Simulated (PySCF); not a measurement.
SMILES F[SiH2]O[SiH3] (H5FOSi2), PBE0/def2-SVP optimised geometry.

```
9

F      1.60    -1.59     0.00
Si    -0.02    -1.59     0.00
O     -0.55    -0.04     0.00
Si    -0.28     1.60     0.04
H     -0.47    -2.28    -1.24
H     -0.47    -2.28     1.24
H     -1.60     2.28     0.03
H      0.47     1.96     1.28
H      0.51     2.02    -1.16
```

Density from PBE0/def2-TZVP in PySCF at that geometry.

Minimum of the electron density along straight lines between bonded atoms, close to the bond critical point (lines longer than 1.1 times the sum of covalent radii, or with two minima, are not listed):

```
bond    length / Å  ρ at the minimum / e bohr⁻³  ∇²ρ there / e bohr⁻⁵  position (fraction from the first atom)
------  ----------  ---------------------------  --------------------  ---------------------------------------
F1–Si2       1.621                        0.132                  0.90                                     0.58
Si2–O3       1.637                        0.136                  0.86                                     0.41
O3–Si4       1.662                        0.127                  0.78                                     0.59
Si2–H5       1.484                        0.127                  0.13                                     0.49
Si2–H6       1.484                        0.127                  0.13                                     0.49
Si4–H7       1.489                        0.123                  0.14                                     0.49
Si4–H8       1.492                        0.122                  0.14                                     0.49
Si4–H9       1.492                        0.122                  0.14                                     0.49
```
